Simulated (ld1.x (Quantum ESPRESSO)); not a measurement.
## Which setting gave this result? (antimony (Sb), TM)

Base potential:

antimony, norm-conserving Troullier–Martins (Kleinman–Bylander form), made with ld1.x (Quantum ESPRESSO) 7.5 (PBEsol, scalar-relativistic). Core [Kr], reference 4d10 5s2 5p2 (charge +1). Waves: 5s (bound): rc 1.55 bohr; 5p (bound): rc 1.60 bohr; 4f channel at 0.45 Ry: rc 1.35 bohr; 4d (bound): rc 1.45 bohr. Local part: the d channel. Core correction: a·sin(br)/r model core inside 0.70 bohr.

Cutoffs, loose and tight: the cutoffs (Ry, on a coarse ladder) from which the occupation-weighted sum of valence levels, in a spherical-Bessel basis at the reference potential, stays within 10 and 1 mRy of its value at 400 Ry. They do not see the model core or the augmentation charge, which bear on the density cutoff. Test errors are all-electron minus pseudo excitation energies from the reference, over the configurations 4d10 5s2 5p3; 4d10 5s2 5p1; 4d10 5s2 5p0; 4d10 5s2 5p2.5; 4d10 5s2 5p3.3; 4d9 5s2 5p4; 4d10 5s1 5p3; variants that change the core or the reference have their own tests. The largest error is taken over the tests solved by every variant that gives reliable tests at all, those not shown here included: 4d10 5s1 5p3; 4d10 5s2 5p0; 4d10 5s2 5p1; 4d10 5s2 5p2.5; 4d10 5s2 5p3; 4d10 5s2 5p3.3.

Only the scale of all radii but the core radius (base = 1) is moved (1 further runs of the sweep failed or gave no value and are left out):

```
scale of all radii but the core radius (base = 1)  cutoff, loose  cutoff, tight  bound ghosts  largest test error (meV)
                                             0.89         140 Ry         200 Ry          s, p                       -20
                                             0.99         100 Ry         160 Ry          s, p                      -274
                                             1.13          90 Ry         140 Ry          s, p                      -6.8
                                             1.36          70 Ry         120 Ry          s, p                       -11
```

Problem. One more run gave cutoff, loose: 80 Ry; cutoff, tight: 140 Ry; bound ghosts: s, p; largest test error (meV): -8.9. Which value of the scale of all radii but the core radius (base = 1) was used?

Solution. 1.25. The loose cutoff moves one way along this sweep, from 140 Ry at 0.89 to 70 Ry at 1.36, which places the run between 1.13 and 1.36.
